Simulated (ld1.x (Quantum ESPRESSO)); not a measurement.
**dysprosium: what ld1.x (Quantum ESPRESSO) 7.5 does with a changed input**

Command:

```bash
ld1.x < Dy.in > Dy.out
```

Input:

```
&input
   title='Dy', zed=66., rel=1, dft='PBE', iswitch=3, latt=1,
   config='[Xe] 4f10 5d0 6s0.5 6p0',
   nld=4, rlderiv=2.30, eminld=-6.0, emaxld=5.0, deld=0.02
 /
 &inputp
   pseudotype=3, lpaw=.true., tm=.true., lloc=-1, rcloc=1.70,
   nlcc=.true., new_core_ps=.true., rcore=1.20,
   which_augfun='BESSEL', rmatch_augfun=1.05,
   file_pseudopw='Dy.UPF', file_wfcaegen='ae.wfc', file_wfcncgen='nc.wfc', file_beta='beta', file_chi='chi', file_wfcusgen='us.wfc'
 /
8
5S  1  0   2.00   0.00  1.95  2.10  0.0
6S  2  0   0.50   0.00  1.95  2.10  0.0
5P  2  1   6.00   0.00  2.00  2.05  0.0
6P  3  1   0.00   0.00  2.00  2.05  0.0
5D  3  2   0.00   0.00  1.70  2.05  0.0
5D  3  2   0.00   2.05  1.70  2.05  0.0
4F  4  3  10.00   0.00  1.30  1.45  0.0
4F  4  3   0.00   1.50  1.30  1.45  0.0
 &test
   configts(1)='4f10 5s2 5p6 5d0 6s0.5 6p0'
 /
```

Output:

```
Program LD1 v.7.5

 %%%%%%%%%%%%%%%%%%%%%%%%%%%%%%%%%%%%%%%%%%%%%%%%%%%%%%%%%%%%%%%%%%%%%%%%%%%%%%
     Error in routine ld1_readin (1):
     Latter correction not implemented in PAW
 %%%%%%%%%%%%%%%%%%%%%%%%%%%%%%%%%%%%%%%%%%%%%%%%%%%%%%%%%%%%%%%%%%%%%%%%%%%%%%

     stopping ...
```

This input was made by a single change from one that runs to its end. What was changed?

The change: Latter correction switched on. The program refuses the input: "ld1_readin: Latter correction not implemented in PAW".
